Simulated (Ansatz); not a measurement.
Ansatz (a first-principles code) input (HSE06/def2-TZVPD):

Ansatz 0.2 input:
```yaml
crystal:
  periodic: [false, false, false]
  atoms:
    - {symbol: Ni, position_ang: [-0.00000000, -0.00000000, -0.36123454]}
    - {symbol: O, position_ang: [0.00000000, 0.00000000, 1.26432090]}
basis:
  gaussian:
    orbitals: def2-TZVPD
hamiltonian:
  xc: {name: HSE06}
magnetization: {spin_polarized: true, initial_magnetization: 2}
output: {forces: true}
```

Output:

```
Functional definition: HSE06
integrals: 0.03 GiB planned
753 factors; their error is unknown
integrals: 0.06 GiB planned
41 factors; integrals over basis functions are off by at most 2.0e-5 eV
mean field: 0.34 GiB planned
mean field evaluation 1: about -43072.5007 eV, gradient 4.7e1 eV
mean field evaluation 2: about -42935.9300 eV, gradient 1.4e2 eV
mean field evaluation 4: about -43078.7471 eV, gradient 1.4e1 eV
mean field evaluation 8: about -43079.9978 eV, gradient 1.4e0 eV
mean field evaluation 16: about -43080.1267 eV, gradient 4.4e-3 eV
mean field evaluation 32: about -43080.4161 eV, gradient 2.2e0 eV
mean field -43080.45527547 eV, -1583.1775303921 hartree, gradient 8.2e-6 eV, S^2 2.040488; 3 other end points of the search recorded, 0 dependent functions left out
the calculation of the forces begins
reference -43080.45531635 eV, -1583.1775318946 hartree; 19, 17 occupied and 69, 71 virtual orbitals, 753 factors
Total energy: -43080.45531635 eV, -1583.1775318946 hartree
Atom 0 at    -0.000000    -0.000000    -0.361235 Å, force     0.000000    -0.000000     0.360317 eV/Å
Atom 1 at     0.000000     0.000000     1.264321 Å, force    -0.000000     0.000000    -0.360317 eV/Å
Dipole moment:     0.000000     0.000000    -1.035503 e Å
```

The spin state was set by rule; other spins were not relaxed.
